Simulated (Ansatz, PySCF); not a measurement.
This Ansatz (an electronic-structure program) input computes a B3LYP/def2-TZVPD energy:

Ansatz 0.2 input:
```yaml
crystal:
  periodic: [false, false, false]
  atoms:
    - {symbol: Si, position_ang: [-0.00999402, 0.00248223, 0.67729865]}
    - {symbol: Cl, position_ang: [1.09630832, 1.34039670, -0.26768776]}
    - {symbol: Cl, position_ang: [-1.08807796, -1.34244089, -0.29008759]}
basis:
  gaussian:
    orbitals: def2-TZVPD
hamiltonian:
  xc: {name: B3LYP}
total_charge: 1
magnetization: {spin_polarized: true, initial_magnetization: 1}
output: {forces: true}
```

Problem. Write an input for the same energy in PySCF and say what it gives.

Solution. 
```python
from pyscf import gto, scf, dft

mol = gto.M(
    atom='''
    Si   -0.00999402    0.00248223    0.67729865
    Cl    1.09630832    1.34039670   -0.26768776
    Cl   -1.08807796   -1.34244089   -0.29008759
    ''',
    basis='def2-tzvpd',
    charge=1,
    spin=1,
    verbose=4,
)

mf = dft.UKS(mol, xc='b3lyp').density_fit(auxbasis='def2-universal-jkfit')
mf.grids.level = 3
mf.conv_tol = 1e-9
mf.max_cycle = 100
mf.max_memory = 1500
mf.kernel()
if not mf.converged:
    mf = mf.newton()
    mf.kernel(mf.make_rdm1())
for _ in range(2):
    mo, _, stable, _ = mf.stability(return_status=True)
    if stable:
        break
    mf.kernel(mf.make_rdm1(mo, mf.mo_occ))
mf.analyze()
```
It gives -1209.69530 Eh, and Ansatz -1209.69527 Eh, a difference of 0.03 mEh, from the treatment of integrals and grids.
